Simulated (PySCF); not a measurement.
# What settings do to a single point of Sm2OCl2

The sound run of Sm2OCl2 (singlet in the valence; each metal's 4f electrons, 6 of them, lie in its core potential, out of spins and levels) uses PySCF 2.14.0, RKS PBE0, Sm lcecp-0-SVP with ECP52, O def2-SVP, Cl def2-SVP; non-relativistic Hamiltonian with scalar-relativistic core potentials where named; density fitting; no spin-orbit coupling, grid (50, 194), threshold 1e-8 Eh and 55 cycles, at the relaxed geometry:

```xyz
5

Sm   -0.9492   -0.1195    1.9224
Sm    0.9492    0.1195   -1.9224
O     0.0000    0.0000    0.0000
Cl    0.5835    0.0735    4.1071
Cl   -0.5835   -0.0735   -4.1071
```

There Sm1 has a Mulliken charge of 0.81 e and the dipole about the centre of mass is 0.00 D. Each run below changes one thing and starts from free metal ions and neutral atoms unless it says otherwise; with 55 cycles, smearing, a level shift and second-order steps follow where DIIS fails, and their cycles count. Energy shifts count from the sound run. On f atoms grids over 110 angular points are at least (60, 302).

```json
{"change": "charge changed by +1, spin kept, limit 75 cycles", "outcome": "refused", "cycles": "–", "energy shift (eV)": "–", "largest force component (eV/Å)": "–", "charge on Sm1 (e)": "–", "dipole about the centre of mass (D)": "–"}
{"change": "grid (40, 110)", "outcome": "converged", "cycles": "14", "energy shift (eV)": "0.0026", "largest force component (eV/Å)": "0.06", "charge on Sm1 (e)": "0.81", "dipole about the centre of mass (D)": "0.00"}
```

(1) One further run converged with energy shift (eV) 1.44, largest force component (eV/Å) 2.27, charge on Sm1 (e) 0.87, dipole about the centre of mass (D) 0.00. Which change was it?
A. start from a density of up to 30 smeared cycles (not counted)
B. all coordinates × 1.12
C. spin (2S) set to 1, limit 58 cycles

(2) And the other changes listed?

Forces carry noise of the integration grid, about 0.01 to 0.03 eV/Å.

A frequency check found unstable modes (1, the lowest at -3 cm⁻¹), so the relaxed geometry is a saddle point, or these are noise. An lcecp potential fixes the number of 4f electrons, so in runs with it no electron can move into or out of that shell.

Answers

(1) B.

(2) 
| change | outcome | cycles | energy shift (eV) | largest force component (eV/Å) | charge on Sm1 (e) | dipole about the centre of mass (D) |
| --- | --- | --- | --- | --- | --- | --- |
| start from a density of up to 30 smeared cycles (not counted) | converged | 7 | 0.0000 | 0.01 | 0.81 | 0.00 |
| spin (2S) set to 1, limit 58 cycles | refused | – | – | – | – | – |
